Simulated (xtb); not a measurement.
C₄H₁₀O₂ (SMILES COCC(C)O), singlet, geometry from GFN2-xTB; xtb with GFN2-xTB with ALPB(chcl3).

Input for xtb:
```
$ xtb mol.xyz --gfn 2 --alpb chcl3 --json

# file mol.xyz
16

C      2.54950472     0.54334797    -0.24605806
O      1.38345909    -0.09997987     0.19559518
C      0.23988357     0.24045846    -0.55972664
C     -0.95499430    -0.50342354     0.04806535
C     -2.24478646    -0.19004403    -0.69843881
O     -1.11983341    -0.13106068     1.39642165
H      2.45241018     1.63403526    -0.17660422
H      3.35582024     0.20771282     0.40294336
H      2.78045923     0.27681584    -1.28466438
H      0.06530137     1.32623464    -0.51216537
H      0.37389487    -0.04723821    -1.61269568
H     -0.74305430    -1.58420892    -0.01046806
H     -2.44188471     0.87797047    -0.66031259
H     -2.17127461    -0.50778994    -1.73444189
H     -3.06987896    -0.70923108    -0.22025609
H     -0.24844409    -0.16800953     1.80947925
```

It wrote (shortened):

```
   ID    Z sym.   atoms
    1    6 C      1, 3-5
    2    8 O      2, 6
    3    1 H      7-16

           -------------------------------------------------
          |                Calculation Setup                |
           -------------------------------------------------

           -------------------------------------------------
          |                 G F N 2 - x T B                 |
           -------------------------------------------------

      * Solvation model:               ALPB
        Solvent                        chcl3
        Parameter file                 internal GFN2-xTB/ALPB
        Dielectric constant                4.8100E+00
        Reference state                gsolv [1 M gas/solution]
        Free energy shift                  3.8910E-03 Eh       2.4417E+00 kcal/mol
        Temperature                        2.9815E+02 K
        Density                            1.4900E+00 kg/L
        Solvent mass                       1.1938E+02 g/mol
        Interaction kernel             P16
        Born radius scaling (c1)           1.3274E+00
        Born radii integrator          GBOBC
        Born offset                        0.0000E+00 a0       0.0000E+00 AA
        H-bond correction              false
        Ion screening                  false
        Surface tension                    1.0000E-05 Eh       1.5569E+01 dyn/cm
        Grid points                               230 per atom

          ...................................................
          :                      SETUP                      :
          :.................................................:
          :  # basis functions                  34          :
          :  # atomic orbitals                  34          :
          :  # shells                           22          :
          :  # electrons                        38          :
          :  max. iterations                   250          :
          :  Hamiltonian                  GFN2-xTB          :
          :  restarted?                      false          :
          :  GBSA solvation                   true          :
          :  PC potential                    false          :
          :  electronic temp.          300.0000000     K    :
          :  accuracy                    1.0000000          :
          :  -> integral cutoff          0.2500000E+02      :
          :  -> integral neglect         0.1000000E-07      :
          :  -> SCF convergence          0.1000000E-05 Eh   :
          :  -> wf. convergence          0.1000000E-03 e    :
          :  Broyden damping             0.4000000          :
          :  net charge                          0          :
          :  unpaired electrons                  0          :
          ...................................................

 iter      E             dE          RMSdq      gap      omega  full diag
   1    -21.9615733 -0.219616E+02  0.433E+00   11.74       0.0  T
   2    -22.0046348 -0.430615E-01  0.224E+00   11.31       1.0  T
   3    -22.0054687 -0.833892E-03  0.790E-01   11.41       1.0  T
   4    -22.0056564 -0.187673E-03  0.142E-01   11.46       1.0  T
   5    -22.0056796 -0.232538E-04  0.737E-02   11.47       1.0  T
   6    -22.0056839 -0.428465E-05  0.158E-02   11.48       1.6  T
   7    -22.0056845 -0.540302E-06  0.645E-03   11.48       3.9  T
   8    -22.0056846 -0.948162E-07  0.200E-03   11.48      12.5  T
   9    -22.0056846 -0.193966E-08  0.592E-04   11.48      42.2  T
  10    -22.0056846 -0.282103E-09  0.117E-04   11.48     214.1  T

   *** convergence criteria satisfied after 10 iterations ***

         :::::::::::::::::::::::::::::::::::::::::::::::::::::
         ::                     SUMMARY                     ::
         :::::::::::::::::::::::::::::::::::::::::::::::::::::
         :: total energy             -21.792761516893 Eh    ::
         :: total w/o Gsasa/hb       -21.787088866734 Eh    ::
         :: gradient norm              0.009457531989 Eh/a0 ::
[...]
        28                          0.1875563               5.1037
        29                          0.1892857               5.1507
        30                          0.1958590               5.3296
       ...                                ...                  ...
        34                          0.2740856               7.4582
      -------------------------------------------------------------
                  HL-Gap            0.4220135 Eh           11.4836 eV
             Fermi-level           -0.2033763 Eh           -5.5342 eV

     #   Z          covCN         q      C6AA      α(0)
     1   6 C        3.654     0.040    20.196     6.453
     2   8 O        1.701    -0.352    19.931     6.028
     3   6 C        3.704     0.070    19.545     6.320
     4   6 C        3.723     0.117    18.769     6.187
     5   6 C        3.754    -0.122    22.895     6.823
     6   8 O        1.656    -0.474    22.344     6.381
     7   1 H        0.924     0.038     2.481     2.463
     8   1 H        0.925     0.065     2.143     2.289
     9   1 H        0.924     0.038     2.477     2.461
    10   1 H        0.923     0.035     2.522     2.483
    11   1 H        0.923     0.031     2.577     2.510
    12   1 H        0.923     0.028     2.620     2.531
    13   1 H        0.925     0.057     2.229     2.335
    14   1 H        0.925     0.053     2.281     2.362
    15   1 H        0.925     0.064     2.151     2.293
    16   1 H        0.805     0.313     0.684     1.299

 Mol. C6AA /au·bohr⁶  :       1750.205206
 Mol. C8AA /au·bohr⁸  :      35728.353419
 Mol. α(0) /au        :         61.219664

Wiberg/Mayer (AO) data.
largest (>0.10) Wiberg bond orders for each atom

 ---------------------------------------------------------------------------
     #   Z sym  total        # sym  WBO       # sym  WBO       # sym  WBO
 ---------------------------------------------------------------------------
     1   6 C    3.943 --     2 O    0.987     8 H    0.979     9 H    0.977
                             7 H    0.977
     2   8 O    2.054 --     1 C    0.987     3 C    0.976
     3   6 C    3.948 --     4 C    0.981     2 O    0.976    11 H    0.967
                            10 H    0.967
     4   6 C    3.955 --     5 C    1.006     6 O    0.988     3 C    0.981
                            12 H    0.960
     5   6 C    3.991 --     4 C    1.006    14 H    0.985    13 H    0.985
                            15 H    0.983
     6   8 O    1.941 --     4 C    0.988    16 H    0.883
     7   1 H    0.999 --     1 C    0.977
     8   1 H    0.995 --     1 C    0.979
     9   1 H    0.999 --     1 C    0.977
    10   1 H    0.999 --     3 C    0.967
    11   1 H    0.999 --     3 C    0.967
    12   1 H    0.999 --     4 C    0.960
    13   1 H    0.997 --     5 C    0.985
    14   1 H    0.997 --     5 C    0.985
    15   1 H    0.995 --     5 C    0.983
    16   1 H    0.902 --     6 O    0.883
 ---------------------------------------------------------------------------

Topologies differ in total number of bonds
Writing topology from bond orders to xtbtopo.mol

molecular dipole:
                 x           y           z       tot (Debye)
 q only:        0.384       0.212      -0.689
   full:        0.654       0.264      -0.830       2.769
molecular quadrupole (traceless):
                xx          xy          yy          xz          yz          zz
 q only:        2.112       2.096      -1.155       2.824      -0.275      -0.957
  q+dip:       -0.342       1.925       1.137       2.934      -0.040      -0.795
   full:        0.542       2.197       0.136       3.162      -0.208      -0.678

           -------------------------------------------------
          | TOTAL ENERGY              -21.792761516893 Eh   |
          | GRADIENT NORM               0.009457531989 Eh/α |
          | HOMO-LUMO GAP              11.483571862255 eV   |
           -------------------------------------------------

normal termination of xtb
```
